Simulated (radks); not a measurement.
Results of a calculation; reference values are marked as such.
Problem. Species: the rubidium ion Rb+. Configuration: [Kr] (the NIST ground configuration). Code: a radial shooting solver on a logarithmic mesh with Libxc functionals. Model: scalar-relativistic Kohn-Sham, r2SCAN, spin-unpolarised, spherical densities, finite nucleus; meta-GGA in the generalised Kohn-Sham scheme; Fermi nuclear charge, rms radius 4.2036 fm. Some entries of the table are withheld. Estimate them.

orbital,occ.,eigenvalue (eV),<1/r> (bohr^-1)
1s,2,(1),37.87
2s,2,-2029.207,8.449
2p,6,-1797.250,(2)
3s,2,-310.6522,2.815
3p,6,-235.3912,(3)
3d,10,-111.4195,(4)
4s,2,-38.7081,0.9139
4p,6,(5),(6)

Solution. 
(1) 1s eigenvalue (eV): -15076.66
(2) 2p <1/r> (bohr^-1): 8.240
(3) 3p <1/r> (bohr^-1): 2.656
(4) 3d <1/r> (bohr^-1): 2.388
(5) 4p eigenvalue (eV): -22.1667
(6) 4p <1/r> (bohr^-1): 0.7719
